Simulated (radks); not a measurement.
Task: In3+, configuration [Kr] 4d8 5p2 (not the ground configuration). Calculated with a radial shooting solver on a logarithmic mesh with Libxc functionals: scalar-relativistic Kohn-Sham, PBEsol, spin-polarised, spherical densities, finite nucleus; open shells are filled with parallel spins first (spin-orbit coupling, left out, can overturn this in heavy ions); Fermi nuclear charge, rms radius 4.6156 fm. Some entries of the table are withheld. Estimate them.

| orbital | occ. | eigenvalue (hartree) | r(max) (bohr) |
|---|---|---|---|
| 1s up | 1 | -1021.043 | 0.01923 |
| 1s down | 1 | -1021.040 | 0.01923 |
| 2s up | 1 | -154.3584 | 0.1087 |
| 2s down | 1 | -154.3382 | 0.1087 |
| 2p up | 3 | -138.7486 | 0.08694 |
| 2p down | 3 | -138.7317 | 0.08693 |
| 3s up | 1 | -30.65313 | 0.3156 |
| 3s down | 1 | -30.64008 | 0.3157 |
| 3p up | 3 | -25.54288 | 0.3089 |
| 3p down | 3 | -25.52823 | 0.3089 |
| 3d up | 5 | -17.60642 | 0.2580 |
| 3d down | 5 | -17.58636 | 0.2581 |
| 4s up | 1 | (1) | (2) |
| 4s down | 1 | (3) | (4) |
| 4p up | 3 | -4.50247 | 0.8112 |
| 4p down | 3 | -4.42788 | 0.8107 |
| 4d up | 5 | -2.24479 | 0.9103 |
| 4d down | 3 | -2.16530 | 0.9091 |
| 5p up | 2 | -1.11150 | 2.167 |
| 5p down | 0 | -1.00913 | 2.170 |

Result: 
(1) 4s up eigenvalue (hartree): -6.04743
(2) 4s up r(max) (bohr): 0.7671
(3) 4s down eigenvalue (hartree): -5.97451
(4) 4s down r(max) (bohr): 0.7666
